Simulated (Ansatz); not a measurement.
`c1coc(-c2ccc(-c3ccc(-c4ccco4)o3)o2)c1`, relaxed as a singlet with RKS r2SCAN-D4/def2-SVP in Ansatz, starting from the GFN2-xTB geometry. Force threshold 0.03 eV/Å.

Start:

```xyz
30

C    -2.992   -0.579    5.338
C    -1.861   -1.046    5.934
O    -0.843   -1.095    5.059
C    -1.319   -0.654    3.872
C    -0.437   -0.601    2.744
C     0.893   -0.935    2.627
C     1.246   -0.681    1.292
C     0.110   -0.208    0.674
C    -0.116    0.208   -0.676
C    -1.250    0.686   -1.295
C    -0.894    0.938   -2.630
C     0.435    0.601   -2.745
C     1.319    0.653   -3.871
C     2.647    0.319   -3.991
C     2.995    0.576   -5.334
C     1.865    1.043   -5.933
O     0.846    1.095   -5.059
O     0.909    0.156   -1.559
O    -0.915   -0.159    1.558
C    -2.647   -0.322    3.994
H    -3.948   -0.437    5.798
H    -1.657   -1.365    6.937
H     1.519   -1.310    3.411
H     2.201   -0.822    0.830
H    -2.205    0.830   -0.835
H    -1.518    1.319   -3.412
H     3.276   -0.058   -3.212
H     3.952    0.434   -5.793
H     1.663    1.361   -6.936
H    -3.277    0.054    3.215
```

```
step  energy (eV)  largest force component (eV/Å)  SCF passes
   1  -24909.2273                           0.819          22
   2  -24909.3636                           0.396          21
   3  -24909.3852                           0.100          21
   4  -24909.3869                           0.012          22
```

Force components are those of the run's own axes.

End:

```xyz
30

C    -3.008   -0.574    5.335
C    -1.872   -1.044    5.937
O    -0.848   -1.091    5.046
C    -1.330   -0.646    3.852
C    -0.410   -0.611    2.757
C     0.925   -0.946    2.635
C     1.280   -0.689    1.285
C     0.140   -0.213    0.666
C    -0.142    0.214   -0.666
C    -1.282    0.691   -1.286
C    -0.925    0.948   -2.636
C     0.409    0.612   -2.757
C     1.330    0.645   -3.852
C     2.662    0.311   -3.975
C     3.009    0.572   -5.334
C     1.874    1.043   -5.937
O     0.849    1.091   -5.046
O     0.888    0.166   -1.561
O    -0.889   -0.165    1.561
C    -2.663   -0.313    3.976
H    -3.978   -0.433    5.809
H    -1.634   -1.374    6.946
H     1.557   -1.329    3.433
H     2.248   -0.830    0.808
H    -2.250    0.833   -0.810
H    -1.557    1.332   -3.434
H     3.299   -0.073   -3.180
H     3.979    0.429   -5.807
H     1.637    1.372   -6.946
H    -3.301    0.070    3.182
```

By distances, no bond broke or formed. The bond that changes most is C1–H21, from 1.07 to 1.09 Å (atoms count from 1).

No frequencies were taken in this run, so the end may be a saddle point.

Hardware: 2 threads of AMD EPYC 7R13 on a shared host and a share (18 GiB) of an NVIDIA H100 80GB HBM3. Wall time 19 s.
